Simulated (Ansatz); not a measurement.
(LiF)2 ring (Li2F2), 4 atoms. Hardware: 4 threads of Arm Neoverse V2 on a shared host.

Correlated methods freeze 2 core orbitals; core or outer-core shells of Li are correlated, in sets that lack core-valence functions. In CCSD on the charge 1 doublet the largest single amplitude is 0.32, so its Hartree–Fock determinant may place the open shell otherwise than the density functionals do.

Q: How many basis functions does each of these Ansatz runs have, and roughly what does it cost? r2SCAN-D4/def2-TZVP, charge 0 singlet, energy and forces, from earlier orbitals; RPA@PBE/def2-TZVP, charge 0 singlet, energy, from earlier orbitals; PBE0-D4/def2-TZVP, charge 0 triplet at the geometry of the charge 0 singlet, energy; B3LYP-D4/6-31G, charge 0 singlet, energy; B97M-V/def2-TZVP, charge 0 singlet, energy, from earlier orbitals; ωB97M-V/def2-TZVP, charge 0 singlet, energy, from earlier orbitals; BHLYP-D4/def2-TZVP, charge 0 singlet, energy, from earlier orbitals; PBE0-D4/def2-SVP, charge 0 singlet, energy, from earlier orbitals; CCSD(T)/def2-TZVPP, charge 1 doublet at the geometry of the charge 0 singlet, energy, from earlier orbitals; PBE-D4/def2-TZVP, charge 0 singlet, energy, from earlier orbitals; r2SCAN-D4/def2-TZVPD, charge 0 singlet, energy, from earlier orbitals; r2SCAN-D4/def2-TZVPD, charge -1 doublet at the geometry of the charge 0 singlet, energy, from earlier orbitals.

A: Other jobs shared the machine, so times can vary by a factor of up to 3. A dash marks memory too small to be measured apart from the calling script's.

| run | functions | fitting or Cholesky vectors | wall time | peak host memory (GiB) |
| --- | --- | --- | --- | --- |
| B3LYP-D4/6-31G, charge 0 singlet, energy | 36 | 402 | 0.25 s | – |
| PBE0-D4/def2-SVP, charge 0 singlet, energy, from earlier orbitals | 46 | 510 | 0.25 s | – |
| PBE-D4/def2-TZVP, charge 0 singlet, energy, from earlier orbitals | 90 | 570 | 0.3 s | – |
| BHLYP-D4/def2-TZVP, charge 0 singlet, energy, from earlier orbitals | 90 | 608 | 0.35 s | – |
| RPA@PBE/def2-TZVP, charge 0 singlet, energy, from earlier orbitals | 90 | 714 | 0.55 s | – |
| r2SCAN-D4/def2-TZVP, charge 0 singlet, energy and forces, from earlier orbitals | 90 | 570 | 0.85 s | – |
| r2SCAN-D4/def2-TZVPD, charge 0 singlet, energy, from earlier orbitals | 114 | 724 | 0.85 s | – |
| ωB97M-V/def2-TZVP, charge 0 singlet, energy, from earlier orbitals | 90 | 570 | 1.2 s | – |
| B97M-V/def2-TZVP, charge 0 singlet, energy, from earlier orbitals | 90 | 570 | 1.3 s | – |
| PBE0-D4/def2-TZVP, charge 0 triplet at the geometry of the charge 0 singlet, energy | 90 | 570 | 1.4 s | – |
| r2SCAN-D4/def2-TZVPD, charge -1 doublet at the geometry of the charge 0 singlet, energy, from earlier orbitals | 114 | 724 | 1.8 s | – |
| CCSD(T)/def2-TZVPP, charge 1 doublet at the geometry of the charge 0 singlet, energy, from earlier orbitals | 100 | 706 | 7.5 s | 0.79 |
